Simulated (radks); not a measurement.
Values are calculated unless marked as measured or tabulated.
Initial-state core-level shifts of neutral silver when its valence configuration changes from [Kr] 4d10 5s1. Level of theory: Dirac Kohn-Sham, PBEsol, spin-unpolarised, spherical densities, point nucleus; open shells fill j = l - 1/2 first (a radial shooting solver on a logarithmic mesh with Libxc functionals). Shifts are changes of the shell-averaged eigenvalues in eV (positive: less bound).

4d9 5s1 5p1: 3p -6.094; 3d -6.111; 4s -5.823; 4p -5.673
4d10 5p1: 3p -1.836; 3d -1.830; 4s -1.900; 4p -1.916
4d10 5s0.5 5p0.5: 3p -0.979; 3d -0.976; 4s -1.012; 4p -1.020
4d8 5s1 5p2: 3p -12.300; 3d -12.347; 4s -11.544; 4p -11.191
4d9 5p2: 3p -7.553; 3d -7.565; 4s -7.317; 4p -7.170
4d8 5s0.5 5p2.5: 3p -13.053; 3d -13.098; 4s -12.305; 4p -11.950
4d9 5s2: 3p -4.404; 3d -4.426; 4s -4.097; 4p -3.940
4d9.5 5s0.5 5p1: 3p -3.891; 3d -3.895; 4s -3.807; 4p -3.744
4d7 5s2 5p2: 3p -17.504; 3d -17.594; 4s -16.050; 4p -15.462
